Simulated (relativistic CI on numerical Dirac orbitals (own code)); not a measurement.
Calculated at this level of theory: Dirac-Coulomb-Breit CI, separate exchange-only KLI orbitals for each configuration, model QED, unscaled Slater integrals (own radial code, finite nucleus).

Configuration list (outside the closed core 1s2): 2s²2p⁶, 2s²2p⁵3s, 2s²2p⁵3p, 2s²2p⁵3d, 2s2p⁶3s, 2s2p⁶3p, 2s2p⁶3d, 2s²2p⁵4s, 2s²2p⁵4p, 2s²2p⁵4d, 2s²2p⁵4f, 2s2p⁶4s, 2s²2p⁴3s², 2s2p⁶4p, 2s2p⁶4d, 2s2p⁶4f, 2s²2p⁴3s3p, 2s²2p⁵5s, 2s²2p⁵5p, 2s²2p⁵5d, 2s²2p⁵5f, 2s²2p⁵5g, 2s²2p⁴3s3d, 2s²2p⁴3p², 2s²2p⁴3p3d, 2s2p⁵3s², 2s²2p⁴3d², 2s2p⁵3s3p, 2s2p⁵3s3d, 2s2p⁵3p², 2s2p⁶5s, 2s2p⁶5p, 2s2p⁶5d, 2s2p⁶5f, 2s2p⁶5g, 2s2p⁵3p3d. Levels of other configurations are missing.

At this charge energies of transitions that change n are usually good to better than 1 %, and those within a shell (Δn = 0) to a few per cent.

Outline of the computed level scheme of Pr L. Lowest level of each configuration: 2s²2p⁶ ¹S0 at 0.00 eV; 2s²2p⁵3s ³P°2 at 5115.21 eV; 2s²2p⁵3p ³P1 at 5220.68 eV; 2s²2p⁵3d ³P°0 at 5472.50 eV; 2s2p⁶3s ³S1 at 5963.83 eV; 2s2p⁶3p ³P°0 at 6069.14 eV; 2s2p⁶3d ³D1 at 6326.23 eV; 2s²2p⁵4s ³P°2 at 7051.41 eV; 2s²2p⁵4p ³P1 at 7095.17 eV.

Some strong electric-dipole decays among the lowest 45 levels: 2s²2p⁵3d ¹P°1 → 2s²2p⁶ ¹S0 (1.0e+15 s⁻¹); 2s²2p⁵3d ³D°1 → 2s²2p⁶ ¹S0 (7.3e+14 s⁻¹); 2s2p⁶3p ¹P°1 → 2s²2p⁶ ¹S0 (1.7e+14 s⁻¹); 2s²2p⁵3s ¹P°1 → 2s²2p⁶ ¹S0 (5.3e+13 s⁻¹); 2s2p⁶3p ³P°1 → 2s²2p⁶ ¹S0 (5.0e+13 s⁻¹); 2s²2p⁵4p ³P1 → 2s²2p⁵3s ³P°2 (1.8e+13 s⁻¹); 2s²2p⁵4s ¹P°1 → 2s²2p⁶ ¹S0 (1.8e+13 s⁻¹); 2s²2p⁵4p ³D3 → 2s²2p⁵3s ³P°2 (1.6e+13 s⁻¹).

LS names give the leading component of a level, which can be under half, so a name can repeat, a term be missing and a line seem to break the LS rules.
